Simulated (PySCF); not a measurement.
C8H7S (charge -1).
Z-matrix (Å and degrees, GFN2-xTB geometry), rows numbered from 1:
```
S 
C   1  1.6850
C   2  1.3631  1  125.22
C   3  1.4231  2  127.06  1  -179.93
C   4  1.4101  3  124.10  2     0.03
C   5  1.3757  4  121.56  3   179.88
C   6  1.3891  5  121.01  4     0.07
C   7  1.3888  6  118.65  5    -0.06
C   8  1.3755  7  120.61  6    -0.01
H   2  1.0886  1  114.92  3  -180.00
H   3  1.0847  2  116.73  1    -0.01
H   5  1.0810  4  119.26  3    -0.08
H   6  1.0846  5  119.53  4  -179.87
H   7  1.0826  6  120.66  5   179.98
H   8  1.0849  7  119.58  6  -179.93
H   9  1.0834  4  118.51  3     0.03
```

NICS is the negative of the GIAO shielding at a point without a nucleus: at the ring centre (0) and 1 Å above and below it (1); zz is the component along the ring normal. Level: GIAO PBE0/pcSseg-1 (PySCF, non-relativistic, gas phase) on the GFN2-xTB geometry, one conformer.

Ring bond lengths (Å), with Mayer bond orders in brackets: C4–C5 1.410 (1.32), C5–C6 1.376 (1.50), C6–C7 1.389 (1.39), C7–C8 1.389 (1.40), C8–C9 1.375 (1.48), C9–C4 1.411 (1.31).

Q: Give the NICS values of each ring in ppm.

A: 
| ring | type | NICS(0) | NICS(1), two faces | NICS(1)zz, two faces | rms pucker (Å) | centre to ring atoms, mean (Å) |
| --- | --- | --- | --- | --- | --- | --- |
| C4–C5–C6–C7–C8–C9 | 6-membered carbocycle; formal bonds all aromatic | -4.9 | -7.9 / -7.9 | -18.1 / -18.1 | 0.00 | 1.39 |

Q: What can be read from them?

A: 
- C4–C5–C6–C7–C8–C9: mean NICS(1)zz -18.1 ppm, shielded.

Q: What does the geometric index give? HOMA = 1 − mean of α(R − Ropt)² over the ring bonds, with Krygowski's 1993 parameters (CC: Ropt 1.388 Å, α 257.7 Å⁻²).

A: 
- C4–C5–C6–C7–C8–C9: HOMA 0.94 = 1 − EN − GEO, with mean bond length 1.392 Å, EN = α(Ropt − mean)² = 0.004 and GEO = α × variance = 0.054.

Q: What is the mean of the two in-plane components of NICS at the second NICS(1) probe listed for ring C4–C5–C6–C7–C8–C9, 1 Å off the ring?

A: The isotropic value is a third of the trace: (3 × -7.9 − (-18.1))/2 = -2.8 ppm.

Q: How shielded are the nuclei of the rings and their hydrogens (means over atoms taken as equivalent)?

A: 
```
   atoms                  environment  σ isotropic (ppm)  principal values of the symmetric part, first atom (ppm)
      C4  substituted aromatic carbon               38.5                                       -44.8, -11.0, 171.3
 C5 (×2)           aromatic CH carbon               64.3                                        -34.0, 61.4, 172.5
 C6 (×2)           aromatic CH carbon               55.5                                        -56.7, 54.5, 169.5
      C7           aromatic CH carbon               72.7                                        -26.7, 75.5, 169.3
H12 (×2)            aromatic hydrogen              24.87                                          20.1, 23.9, 28.9
H13 (×2)            aromatic hydrogen              25.05                                          22.4, 25.2, 27.7
     H14            aromatic hydrogen              25.84                                          23.3, 26.7, 27.6
```
